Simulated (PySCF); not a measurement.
Steps of a relaxation of [Ce(H2O)7]3+

[Ce(H2O)7]3+ (singlet in the valence; each metal's 4f electrons, 1 of them, lie in its core potential, out of spins and levels; a saddle point, relaxed within its symmetry). PySCF 2.14.0, RKS BP86, Ce lcecp-1-SVP with ECP47, O def2-SVP, H def2-SVP; non-relativistic Hamiltonian with scalar-relativistic core potentials where named; density fitting; no spin-orbit coupling. Origin of the start: template. Columns: position (Å) and force (eV/Å). Energies are counted from the last step; some of the 7 steps are shown. Forces carry noise of the integration grid, about 0.01 to 0.03 eV/Å.

Run from Python with OMP_NUM_THREADS=4. Where DIIS fails, smearing, a level shift and second-order steps follow.
It took 120 s on 4 threads of Intel(R) Xeon(R) Platinum 8259CL CPU @ 2.50GHz (Skylake/Cascade Lake), on a shared host, from the converged density of the start.

```xyz
22
step 0  E = 0.099 eV
Ce    0.0000    0.0000    0.0000     0.00    0.00    0.00
O     0.0000    0.0000    2.5675     0.00    0.00   -1.34
H     0.7700    0.0000    3.1575     0.51    0.00    0.56
H    -0.7700    0.0000    3.1575    -0.51    0.00    0.56
O     0.0000    0.0000   -2.5675     0.00    0.00    1.34
H     0.7700    0.0000   -3.1575     0.51    0.00   -0.56
H    -0.7700    0.0000   -3.1575    -0.51    0.00   -0.56
O     2.5675    0.0000    0.0000    -1.02    0.00    0.00
H     3.1575    0.0000    0.7700     0.51    0.00    0.43
H     3.1575    0.0000   -0.7700     0.51    0.00   -0.43
O     0.7934    2.4418    0.0000    -0.29   -0.96    0.00
H     0.9757    3.0030    0.7700     0.13    0.45    0.47
H     0.9757    3.0030   -0.7700     0.13    0.45   -0.47
O    -2.0772    1.5091    0.0000     0.80   -0.62    0.00
H    -2.5545    1.8559    0.7700    -0.38    0.31    0.45
H    -2.5545    1.8559   -0.7700    -0.38    0.31   -0.45
O    -2.0772   -1.5091    0.0000     0.80    0.62    0.00
H    -2.5545   -1.8559    0.7700    -0.38   -0.31    0.45
H    -2.5545   -1.8559   -0.7700    -0.38   -0.31   -0.45
O     0.7934   -2.4418    0.0000    -0.29    0.96    0.00
H     0.9757   -3.0030    0.7700     0.13   -0.45    0.47
H     0.9757   -3.0030   -0.7700     0.13   -0.45   -0.47
```

```xyz
22
step 2  E = 0.003 eV
Ce   -0.0001    0.0000    0.0000     0.00    0.00    0.00
O    -0.0003    0.0000    2.5432     0.00    0.00   -0.07
H     0.7722    0.0000    3.1586    -0.04    0.00   -0.02
H    -0.7729    0.0000    3.1585     0.04    0.00   -0.02
O    -0.0003    0.0000   -2.5432     0.00    0.00    0.07
H     0.7722    0.0000   -3.1586    -0.04    0.00    0.02
H    -0.7729    0.0000   -3.1585     0.04    0.00    0.02
O     2.5617    0.0000    0.0000     0.01    0.00    0.00
H     3.1739    0.0000    0.7711     0.01    0.00   -0.03
H     3.1739    0.0000   -0.7711     0.01    0.00    0.03
O     0.7924    2.4308    0.0000    -0.01    0.00    0.00
H     0.9651    3.0141    0.7745     0.00   -0.01   -0.03
H     0.9651    3.0141   -0.7745     0.00   -0.01    0.03
O    -2.0742    1.5005    0.0000     0.00    0.02    0.00
H    -2.5512    1.8823    0.7725     0.01    0.00   -0.04
H    -2.5512    1.8823   -0.7725     0.01    0.00    0.04
O    -2.0742   -1.5005    0.0000     0.00   -0.02    0.00
H    -2.5512   -1.8823    0.7725     0.01    0.00   -0.04
H    -2.5512   -1.8823   -0.7725     0.01    0.00    0.04
O     0.7924   -2.4308    0.0000    -0.01    0.00    0.00
H     0.9651   -3.0141    0.7745     0.00    0.01   -0.03
H     0.9651   -3.0141   -0.7745     0.00    0.01    0.03
```

```xyz
22
step 4  E = 0.000 eV
Ce   -0.0001    0.0000    0.0000     0.00    0.00    0.00
O    -0.0008    0.0000    2.5282     0.00    0.00    0.01
H     0.7690    0.0000    3.1462     0.01    0.00   -0.02
H    -0.7710    0.0000    3.1456    -0.01    0.00   -0.02
O    -0.0008    0.0000   -2.5282     0.00    0.00   -0.01
H     0.7690    0.0000   -3.1462     0.01    0.00    0.02
H    -0.7710    0.0000   -3.1456    -0.01    0.00    0.02
O     2.5649    0.0000    0.0000     0.03    0.00    0.00
H     3.1803    0.0000    0.7683    -0.01    0.00    0.01
H     3.1803    0.0000   -0.7683    -0.01    0.00   -0.01
O     0.7874    2.4296    0.0000     0.00    0.01    0.00
H     0.9595    3.0150    0.7723     0.00   -0.01    0.01
H     0.9595    3.0150   -0.7723     0.00   -0.01   -0.01
O    -2.0708    1.5069    0.0000    -0.01    0.02    0.00
H    -2.5478    1.8923    0.7700     0.01    0.00    0.01
H    -2.5478    1.8923   -0.7700     0.01    0.00   -0.01
O    -2.0708   -1.5069    0.0000    -0.01   -0.02    0.00
H    -2.5478   -1.8923    0.7700     0.01    0.00    0.01
H    -2.5478   -1.8923   -0.7700     0.01    0.00   -0.01
O     0.7874   -2.4296    0.0000     0.00   -0.01    0.00
H     0.9595   -3.0150    0.7723     0.00    0.01    0.01
H     0.9595   -3.0150   -0.7723     0.00    0.01   -0.01
```

Where does the relaxation end?

It converges at step 6 in C2v:
```xyz
22
step 6  E = 0
Ce    0.0001    0.0000    0.0000
O    -0.0013    0.0000    2.5224
H     0.7695    0.0000    3.1389
H    -0.7730    0.0000    3.1379
O    -0.0013    0.0000   -2.5224
H     0.7695    0.0000   -3.1389
H    -0.7730    0.0000   -3.1379
O     2.5681    0.0000    0.0000
H     3.1824    0.0000    0.7691
H     3.1824    0.0000   -0.7691
O     0.7857    2.4299    0.0000
H     0.9568    3.0146    0.7730
H     0.9568    3.0146   -0.7730
O    -2.0700    1.5107    0.0000
H    -2.5455    1.8964    0.7707
H    -2.5455    1.8964   -0.7707
O    -2.0700   -1.5107    0.0000
H    -2.5455   -1.8964    0.7707
H    -2.5455   -1.8964   -0.7707
O     0.7857   -2.4299    0.0000
H     0.9568   -3.0146    0.7730
H     0.9568   -3.0146   -0.7730
```

How did the contacts change?


| contact | start (Å) | end (Å) |
| --- | --- | --- |
| Ce1–O2 (H2O) | 2.567 | 2.522 |
| Ce1–O5 (H2O) | 2.567 | 2.522 |
| Ce1–O8 (H2O) | 2.567 | 2.568 |
| Ce1–O11 (H2O) | 2.567 | 2.554 |
| Ce1–O14 (H2O) | 2.568 | 2.563 |
| Ce1–O17 (H2O) | 2.568 | 2.563 |
| Ce1–O20 (H2O) | 2.567 | 2.554 |


An lcecp potential fixes the number of 4f electrons, so in runs with it no electron can move into or out of that shell.
